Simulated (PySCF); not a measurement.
## Substituent effects on chemical shifts

Parent skeleton `[NH:1]=[CH:2][CH2:3][CH2:4][S:5][SiH3:6]`; one hydrogen on atom 2 is replaced by X. Hydrogens on one atom are averaged.

Computed data (PySCF): σ from GIAO-PBE0/pcSseg-1, structure optimised with GFN2-xTB. No solvent model, rapidly exchanging positions averaged, no relativistic terms, one conformer.

δ = σ(ref) − σ, references computed at the same level: NH3 for ¹⁵N (267.73 ppm); ¹³C (186.93 ppm), ²⁹Si (349.16 ppm), ¹H (31.72 ppm) against TMS; ³³S (503.73 ppm) against CS2.

**Question.** Give δ (ppm) for X = CN, cPr, CH2SiH3, CH2NH2.

**Answer.** 
```csv
X,SMILES,N1,C2,C3,C4,S5,Si6,H(C3),H(C4),H(Si6)
CN,[H]/N=C(/C#N)CCS[SiH3],398.4,160.9,50.2,32.4,-175.8,-53.5,2.54,2.68,4.66
cPr,[H]/N=C(\CCS[SiH3])C1CC1,309.7,187.2,47.3,30.8,-187.6,-52.7,2.55,2.47,4.59
CH2SiH3,[H]/N=C(\C[SiH3])CCS[SiH3],334.7,183.3,43.5,32.1,-202.0,-54.7,2.53,2.73,4.59
CH2NH2,[H]/N=C(/CN)CCS[SiH3],325.6,189.1,41.7,29.0,-188.2,-54.3,2.26,2.40,4.54
```

**Question.** Which position responds most, and to which substituents?

**Answer.** N1: from 309.7 ppm with cPr to 398.4 ppm with CN.

Experimental scales use liquid or dissolved standards, which lie at an offset from isolated NH3 (liquid NH3: subtract about 20 ppm). Unscaled 15N shifts of sp2 nitrogen come out 20 to 40 ppm too high even then.
